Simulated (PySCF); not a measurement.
**How methods differ on the ionisation energy of Pd**

Pd [Kr] 4d10 (1S) → Pd⁺ [Kr] 4d9 (2D), as a difference of total energies. Calculation: PySCF 2.14, in cc-pVTZ-PP with ECP28MDF (5s5p4d2f1g, 63 functions); scalar relativity through the core potential. Correlated levels: valence: 4s2 4p6 frozen. The calculations carry no spin-orbit coupling.

| method | ionisation energy (eV) | error (eV) |
| --- | --- | --- |
| UHF | 6.241 | -2.271 |
| BP86 | 8.917 | +0.405 |
| MN15 | 8.727 | +0.215 |
| MP2 (valence) | 8.469 | -0.043 |
| SCS-MP2 (valence) | 8.241 | -0.271 |

Reference: 8.512 eV (measured; NIST levels, between the centres of gravity of the two terms).

Errors of the correlated levels include the incompleteness of this basis and the frozen core.
